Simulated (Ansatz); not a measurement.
```yaml
crystal:
  periodic: [false, false, false]
  atoms:
    - {symbol: Yb, position_ang: [0.067819, 0.032492, 0.031461]}
    - {symbol: O, position_ang: [0.274128, 0.232724, 2.189876]}
    - {symbol: H, position_ang: [0.163145, 1.111859, 2.828970]}
    - {symbol: H, position_ang: [0.170022, -0.498931, 2.995604]}
    - {symbol: O, position_ang: [-0.154317, -0.193574, -2.341094]}
    - {symbol: H, position_ang: [-0.182070, 0.531929, -2.897660]}
    - {symbol: H, position_ang: [-0.053469, -1.002665, -3.022658]}
    - {symbol: O, position_ang: [2.322511, 0.329201, -0.136380]}
    - {symbol: H, position_ang: [2.985472, 0.265187, 0.638533]}
    - {symbol: H, position_ang: [2.926689, 0.127017, -0.909802]}
    - {symbol: O, position_ang: [-2.215085, -0.317821, 0.077969]}
    - {symbol: H, position_ang: [-2.879682, -0.252547, 0.885263]}
    - {symbol: H, position_ang: [-3.043733, -0.216507, -0.480054]}
    - {symbol: O, position_ang: [-0.131472, 2.281663, -0.158323]}
    - {symbol: H, position_ang: [-0.995016, 2.913839, -0.171644]}
    - {symbol: H, position_ang: [0.761655, 2.914334, -0.323677]}
    - {symbol: O, position_ang: [0.280862, -2.184977, 0.245829]}
    - {symbol: H, position_ang: [-0.615732, -2.918650, 0.320240]}
    - {symbol: H, position_ang: [0.938939, -2.680150, 0.122844]}
basis:
  gaussian: {orbitals: def2-TZVP}
total_charge: 4
hamiltonian: {xc: {name: wB97M-V}}
scf: {omitted_lower_state_checks: [starts]}
output: {forces: true}
```

```sh
$ ansatz run in.yaml --threads 4 --pin off --events-out ev --progress --plain --max-ram 6963MiB
```

Output, abridged:

```
Functional definition: wB97M-V
2208 factors; their error is unknown
496 factors; integrals over basis functions are off by at most 1.2e-5 eV
mean field evaluation 1: about -43843.9652 eV, gradient 3.6e2 eV
mean field evaluation 2: about -42922.5595 eV, gradient 1.2e3 eV
mean field evaluation 4: about -43884.5629 eV, gradient 3.2e2 eV
mean field evaluation 8: about -43930.0439 eV, gradient 1.1e2 eV
mean field evaluation 16: about -43953.2494 eV, gradient 1.5e1 eV
mean field evaluation 32: about -43953.6519 eV, gradient 8.0e-6 eV
mean field -43953.65191364 eV, -1615.2669149710 hartree, gradient 8.0e-6 eV, S^2 0.000000; 0 other end points of the search recorded, 0 dependent functions left out
reference -43953.65198576 eV, -1615.2669176213 hartree; 49, 49 occupied and 305, 305 virtual orbitals, 2208 factors
Total energy: -43953.65198576 eV, -1615.2669176213 hartree
Atom 0 at     0.067819     0.032492     0.031461 Å, force    -0.253081    -0.013909    -0.928615 eV/Å
Atom 1 at     0.274128     0.232724     2.189876 Å, force    -0.743313     0.577959     5.139308 eV/Å
Atom 2 at     0.163145     1.111859     2.828970 Å, force     0.407807    -2.263847    -2.069311 eV/Å
Atom 3 at     0.170022    -0.498931     2.995604 Å, force     0.393022     1.769501    -2.512101 eV/Å
Atom 4 at    -0.154317    -0.193574    -2.341094 Å, force     0.262617    -4.828823     1.141945 eV/Å
Atom 5 at    -0.182070     0.531929    -2.897660 Å, force    -0.098852     3.198827    -2.437936 eV/Å
Atom 6 at    -0.053469    -1.002665    -3.022658 Å, force    -0.169249     1.775877     1.740365 eV/Å
Atom 7 at     2.322511     0.329201    -0.136380 Å, force     1.397119    -1.104890     0.608419 eV/Å
Atom 8 at     2.985472     0.265187     0.638533 Å, force    -0.952006     0.436220    -0.939177 eV/Å
Atom 9 at     2.926689     0.127017    -0.909802 Å, force    -0.481778     0.453463     0.342594 eV/Å
Atom 10 at    -2.215085    -0.317821     0.077969 Å, force    -3.112801     0.997772     1.801997 eV/Å
Atom 11 at    -2.879682    -0.252547     0.885263 Å, force     2.143028    -0.413974    -0.453772 eV/Å
Atom 12 at    -3.043733    -0.216507    -0.480054 Å, force     1.180135    -0.377694    -1.255480 eV/Å
Atom 13 at    -0.131472     2.281663    -0.158323 Å, force     0.698745     2.842723    -0.991758 eV/Å
Atom 14 at    -0.995016     2.913839    -0.171644 Å, force     2.475638    -1.288304     0.146452 eV/Å
Atom 15 at     0.761655     2.914334    -0.323677 Å, force    -3.132446    -1.556309     0.700907 eV/Å
Atom 16 at     0.280862    -2.184977     0.245829 Å, force   -12.673457     4.282825     1.975136 eV/Å
Atom 17 at    -0.615732    -2.918650     0.320240 Å, force     3.377359     2.537994    -0.321534 eV/Å
Atom 18 at     0.938939    -2.680150     0.122844 Å, force     9.281514    -7.025412    -1.687440 eV/Å
Dipole moment:    -0.258483     0.070632     0.085815 e Å
Checks for a lower state left out: starts
```

Hardware: 4 threads of Intel Xeon on a shared host. Wall time 5.1 min, peak host memory 3 GiB.

In the def2 sets Yb takes a core potential; there is no spin–orbit coupling. With an open 4f shell the SCF may have ended on a state above the lowest. This restricted singlet of an open-shell metal wasn't tested against broken symmetry or higher spin.

The dipole of an ion depends on the origin.
